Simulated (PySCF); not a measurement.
CH5S, SMILES [SH2+]C, charge +1. Atoms are numbered in the order given.

```xyz
7

C     -1.2002    -0.0293     0.0000
S      0.6207     0.1112     0.0000
H     -1.5395     0.4936     0.8923
H     -1.5395     0.4936    -0.8923
H     -1.5023    -1.0719     0.0000
H      0.9256    -0.7596     0.9898
H      0.9256    -0.7596    -0.9898
```
Charge +1, spin multiplicity 1.

Geometry: B3LYP-D3(BJ)/def2-TZVP. The isomer is the one that the SMILES or the coordinates give; other isomers of the formula were not compared.

These are PBE/pcJ-1 (PySCF) values and carry that method's errors.

Isotropic couplings with Fermi-contact, spin-dipole and both spin-orbit terms, one fixed conformer, no vibrational averaging. Isotopes: 13C, 1H.

Computed spin–spin coupling constants:
| pair | bonds apart | J (Hz) |
|---|---|---|
| C1–H3 | 1 | 148.8 |
| C1–H4 | 1 | 148.8 |
| C1–H5 | 1 | 154.0 |
| C1–H6 | 2 | -1.0 |
| C1–H7 | 2 | -1.0 |
| H3–H4 | 2 | -13.9 |
| H3–H5 | 2 | -10.6 |
| H4–H5 | 2 | -10.6 |
| H6–H7 | 2 | -12.6 |
| H3–H6 | 3 | 1.6 |
| H3–H7 | 3 | 19.1 |
| H4–H6 | 3 | 19.1 |
| H4–H7 | 3 | 1.6 |
| H5–H6 | 3 | 6.0 |
| H5–H7 | 3 | 6.0 |
